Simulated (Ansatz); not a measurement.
Ansatz (a first-principles code) was given this input:
Ansatz 0.2 input:
```yaml
crystal:
  periodic: [false, false, false]
  atoms:
    - {symbol: Cl, position_ang: [-0.00000000, -0.00000000, -1.28417300]}
    - {symbol: Cl, position_ang: [0.00000000, 0.00000000, 1.28417300]}
basis:
  gaussian:
    orbitals: def2-SVP
total_charge: -1
magnetization: {spin_polarized: true, initial_magnetization: 1}
correlation: {method: ccsd_t}
```

What does this run give for the T1 diagnostic, number of basis functions, SCF-reference <S^2>?


```yaml
T1 diagnostic: 0.006
number_of_basis_functions: 36
SCF-reference <S^2>: 0.762
```

A gas-phase anion may not be bound at this level; its values then depend on the basis.
